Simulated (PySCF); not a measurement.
**Basis and Hamiltonian dependence of the ionisation energy of Br**

Br [Ar] 3d10 4s2 4p5 (2P) → Br⁺ [Ar] 3d10 4s2 4p4 (3P). All values are computed (PySCF 2.14, energy differences of UHF-based or UKS calculations, no spin-orbit coupling). Values in eV.

```tsv
basis	Hamiltonian	functions	UHF	LDA	PBE0	MP2 (valence)	CCSD(T) (valence)	CCSD(T) (valence and next inner shell)
cc-pVDZ-PP with ECP10MDF	ECP	23	10.750	12.005	n/a	11.300	11.263	n/a
cc-pVDZ-DK	spin-free X2C	27	10.759	12.037	n/a	11.316	11.280	n/a
x2c-SVPall	spin-free X2C	32	10.763	n/a	11.794	11.322	11.287	n/a
aug-cc-pVDZ-PP with ECP10MDF	ECP	32	10.750	12.038	11.789	11.409	11.402	n/a
pcseg-2	non-relativistic	43	10.767	n/a	11.850	11.575	11.607	n/a
ANO-RCC-VTZP	spin-free X2C	43	10.717	12.075	11.797	11.549	n/a	11.625
x2c-TZVPall	spin-free X2C	48	10.722	12.077	n/a	11.539	11.575	n/a
def2-TZVP	non-relativistic	48	10.761	n/a	n/a	11.570	11.604	n/a
x2c-TZVPPall with one added diffuse shell each of s, p, d type	spin-free X2C	57	10.721	12.079	11.799	11.543	n/a	11.604
aug-cc-pVTZ-DK	spin-free X2C	59	10.717	12.073	11.794	11.570	11.614	n/a
aug-cc-pVTZ-PP with one added diffuse shell each of s, d, f type with ECP10MDF	ECP	68	10.718	12.032	11.768	11.575	11.618	n/a
aug-cc-pVQZ-PP with ECP10MDF	ECP	89	10.708	12.026	11.763	11.673	11.732	n/a
aug-pcseg-3	non-relativistic	93	10.748	12.101	11.826	11.681	n/a	n/a
aug-cc-pVQZ-PP with one added diffuse shell each of s, p, d, f, g type with ECP10MDF	ECP	114	10.708	12.026	11.763	11.674	n/a	n/a
```

Frozen in the all-electron rows: valence: [Ar] 3d10; valence and next inner shell: [Ne]; with a core potential, the same shells as far as they lie outside it.

Non-relativistic rows lack the scalar-relativistic shift.

Reference for a calculation without spin-orbit coupling: 11.844 eV (measured, between term centres; NIST).
